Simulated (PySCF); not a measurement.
## Ionisation energy of Lu²⁸⁺ by level of theory

Lu²⁸⁺ [Kr] 4d7 [4d3/2^4 4d5/2^3, M_J = 9/2] → Lu²⁹⁺ [Kr] 4d6 [4d3/2^4 4d5/2^2, M_J = 4], as a difference of total energies. Computed with PySCF 2.14 in an uncontracted even-tempered set (17 s from 2.4 bohr⁻², ratio 2.8; 14 p from 3.1 bohr⁻², ratio 2.8; 9 d from 3.1 bohr⁻², ratio 2.8; 3 f from 14 bohr⁻², ratio 3), with the two-component X2C-1e Hamiltonian. Correlated levels: [Ar] 3d10 frozen; the 92 highest virtual spinors dropped. "Screened" scales the spin-orbit matrix elements by Boettger's factors to mimic the two-electron term; Breit and QED terms are absent.

```tsv
method	ionisation energy (eV)
GHF (spin-free)	1082.3
GMP2 (spin-free)	1082.7
GHF (screened spin-orbit)	1080.7
GMP2 (screened spin-orbit)	1080.8
```

Breit and QED terms and the two-electron picture change are absent.

The spin-free rows relax to the high-spin LS determinant and lack the spin-orbit shift.

The labels give the starting determinants; with spin-orbit coupling the two ends relaxed to ⟨J²⟩ = 24.75, ⟨L²⟩ = 15.11, ⟨S²⟩ = 2.80 and ⟨J²⟩ = 20.02, ⟨L²⟩ = 10.81, ⟨S²⟩ = 3.63.

For comparison: 1081 ± 4 eV (theoretical estimate listed by NIST; NIST Atomic Spectra Database, ionization energies).
